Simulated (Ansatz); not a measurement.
Gas-phase electronic energies from Ansatz, PBE0-D4/def2-TZVP geometries. CCSD(T)/CBS adds triple-zeta CCSD(T) − MP2 to the extrapolated MP2 energy (def2 sets, frozen cores). This one scheme is used for every species, atoms too. Functionals use def2-TZVPP. B3LYP here is the variant with VWN-RPA as its local correlation; programs differ in this. Open shells (•) are unrestricted, without spin–orbit coupling. Spin–orbit coupling would lower the free atoms: a little for Cl, F, S; clearly for Ga. For Ga outer-core shells are correlated without core-valence functions, so the limit isn't a true one: a few kJ/mol of doubt a bond, and 10 to 20 or more in all where bonds break to atoms. Scalar relativity is left out up to krypton. One conformer a species, not always the lowest.

Reaction (atomization): `[F][Ga]([SH])[Cl]` → Cl• + F• + Ga• + H• + S•

```json
{"level": "BLYP-D4", "ΔE (kJ/mol)": "1470.2", "difference from CCSD(T)/CBS": "-47.5"}
{"level": "r2SCANh-D4", "ΔE (kJ/mol)": "1511.3", "difference from CCSD(T)/CBS": "-6.4"}
{"level": "BHLYP-D4", "ΔE (kJ/mol)": "1424.8", "difference from CCSD(T)/CBS": "-92.9"}
{"level": "CAM-B3LYP-D4", "ΔE (kJ/mol)": "1486.2", "difference from CCSD(T)/CBS": "-31.5"}
{"level": "PBE-QIDH", "ΔE (kJ/mol)": "1509.5", "difference from CCSD(T)/CBS": "-8.2"}
{"level": "revPBE", "ΔE (kJ/mol)": "1448.5", "difference from CCSD(T)/CBS": "-69.2"}
{"level": "BLYP", "ΔE (kJ/mol)": "1442.6", "difference from CCSD(T)/CBS": "-75.1"}
{"level": "B3LYP", "ΔE (kJ/mol)": "1447.9", "difference from CCSD(T)/CBS": "-69.8"}
{"level": "r2SCANh", "ΔE (kJ/mol)": "1508.1", "difference from CCSD(T)/CBS": "-9.6"}
{"level": "LC-ωPBE", "ΔE (kJ/mol)": "1498.4", "difference from CCSD(T)/CBS": "-19.3"}
{"level": "CCSD(T)/CBS", "ΔE (kJ/mol)": "1517.7", "difference from CCSD(T)/CBS": "0"}
```

Largest T1 diagnostic among the species: 0.013.

At CCSD(T), def2-SVP lies −113.8 kJ/mol from the extrapolated value and def2-TZVPP −40.1 kJ/mol: correlation converges slowly with the basis, and small sets miss more of it in the bonded molecule than in its fragments. The D4 term adds +21.5 kJ/mol with B3LYP and +11.2 kJ/mol with PBE0; it sums over pairs of atoms, weighted by their polarisabilities, and B3LYP, whose exchange is more repulsive, gets the larger term. From PBE to PBE0 (25 % exact exchange), in def2-TZVPP and without D4, ΔE moves by −32.2 kJ/mol: exact exchange takes away binding that semilocal exchange gives to molecules.

For atomizations the MP2-based limit and the directly extrapolated one differ by several kJ/mol either way, and by 10 to 25 for some Ge, Se and Sn compounds, so smaller differences from it don't rank the levels.
